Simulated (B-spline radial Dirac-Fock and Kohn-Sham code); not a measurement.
K-line shifts caused by a second vacancy in Ce³⁺

System: cerium as Ce³⁺, configuration [Xe] 4f1, inside a Watson sphere of charge -3 and radius 1.8 Å (a model of the Madelung potential; inside it an electron's potential energy is raised by 24.0 eV).

These are calculated numbers from a B-spline atomic structure program; the model is relaxed Dirac-Fock hole states (ΔSCF) with Breit and QED corrections and a finite nucleus. Each two-hole energy is an average over J within one jj subconfiguration, not an observable level; in light atoms, where LS coupling holds, the j-resolved values are not observed lines, and for a K spectator the Kα1 hypersatellite is nearly forbidden. Correlation energy is missing from these numbers.

Lines without a spectator: Kα2 (K-L2) 34275.8 eV, Kα1 (K-L3) 34716.9 eV, Kβ3 (K-M2) 39164.8 eV, Kβ1 (K-M3) 39253.2 eV. Shifts in eV with one spectator hole (a dash: not computed, or left out as unreliable):

| spectator hole | Kα2 | Kα1 | Kβ3 | Kβ1 |
| --- | --- | --- | --- | --- |
| K (1s) | +696.7 | +727.5 | +893.8 | +900.7 |
| L2 (2p1/2) | +80.6 | +103.7 | – | +212.9 |
| L3 (2p3/2) | +73.0 | +75.1 | +179.8 | – |
| M2 (3p1/2) | – | +13.40 | +29.08 | +34.9 |
| M3 (3p3/2) | +8.93 | – | +28.12 | +27.78 |
| M4 (3d3/2) | +2.09 | -1.06 | – | – |
| M5 (3d5/2) | -1.86 | +0.69 | – | – |

With n spectator holes in 2p, averaged over the 2p shell (energies in eV):

```
n     KαLⁿ   step  hypersatellite KαʰLⁿ
0  34569.8      –               35287.1
1  34652.4  +82.5               35371.2
2  34736.3  +83.9               35456.7
3  34821.5  +85.3               35543.6
4  34908.2  +86.7               35631.9
5  34996.2  +88.0               35721.6
```
